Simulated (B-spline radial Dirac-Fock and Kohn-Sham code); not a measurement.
**EELS cross sections of the Si K edge**

System: the free silicon atom in the configuration 1s2 2s2 2p6 3s2 3p2. The computed values come from a radial atomic solver: the first Born approximation with generalised oscillator strengths from a Dirac-Hartree-Slater potential (longitudinal and transverse terms; continuum final states only, so no white lines or fine structure). The edge is taken at 1839.0 eV (tabulated value).

Partial cross sections σ(β, Δ) in barn, integrated over a window Δ above the edge and up to the collection semi-angle β, for parallel illumination:

```csv
E₀ (kV),β (mrad),Δ = 25 eV,Δ = 50 eV,Δ = 100 eV,Δ = 200 eV,Δ = 300 eV
60,5,1.88,3.70,7.02,12.5,16.6
60,20,19.3,38.3,73.2,132,178
80,5,2.51,4.95,9.39,16.7,22.3
80,10,8.42,16.6,31.7,56.6,76.0
80,50,46.1,91.9,177,326,448
80,100,?,?,?,?,?
100,10,9.84,19.5,37.1,66.5,89.5
100,20,22.8,45.3,86.9,158,214
120,5,3.72,7.35,14.0,24.9,33.2
120,10,11.0,21.8,41.7,74.8,101
120,50,42.3,84.4,163,302,416
200,10,14.2,28.2,54.0,97.9,133
300,20,25.4,50.5,97.6,179,247
300,100,36.8,73.8,144,269,376
```

Task: Give the row for 80 kV and 100 mrad.

Result: 61.8 b for 25 eV, 124 b for 50 eV, 240 b for 100 eV, 447 b for 200 eV, 621 b for 300 eV.
